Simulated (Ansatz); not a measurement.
**Energy profile**

The step: AlH₂Br ([AlH2][Br]) → AlH + HBr; bonds formed: Br2–H3; bonds broken: Al1–Br2, Al1–H3 (atoms numbered as in the saddle structure below).

Al1  (-0.939, 0.251, -0.357)
Br2  (1.710, -0.552, 0.226)
H3  (0.564, -0.422, -1.000)
H4  (-1.336, 0.722, 1.131)
(Å)

Electronic energies by CCSD(T) at an estimated basis limit (MP2 extrapolated from triple and quadruple zeta, plus CCSD(T) − MP2 in triple zeta), on PBE0-D4/def2-TZVP structures; AlH2Br, closed shell; no counterpoise correction. Computed with Ansatz 0.2.0 (basis: def2-TZVPP and def2-QZVPP); correlated methods freeze the cores. Filled d shells of the heavier atoms are correlated. The def2 sets are not built for correlating such inner shells, so the correlated values are less sure here. Extrapolation: Hartree–Fock as exp(−7.88 √X), correlation as X^−2.97.

(1) Give the profile in eV, counted from the start structure. (To be estimated.)

The T1 diagnostic stays at or below 0.015. The restricted Hartree–Fock reference is unstable towards an unrestricted one at one or more of these structures.

## Answers

(1) Computed:
```csv
point,eV
start structure,0.000
saddle,3.062
end structure,2.827
"separated: AlH (Al1, H4; singlet) + HBr (Br2, H3; singlet)",2.922
```

Labels in which every atom is bracketed show which atoms are joined, not bond orders.

For scale, one of the runs: CCSD(T)/def2-TZVPP, 118 basis functions, launched by `ansatz run in.yaml --threads 2 --pin off --events-out ev --progress --plain --max-ram 4352MiB`. The run took about 4.1 s on 2 CPU threads of an Intel Xeon Platinum 8559C (shared host).
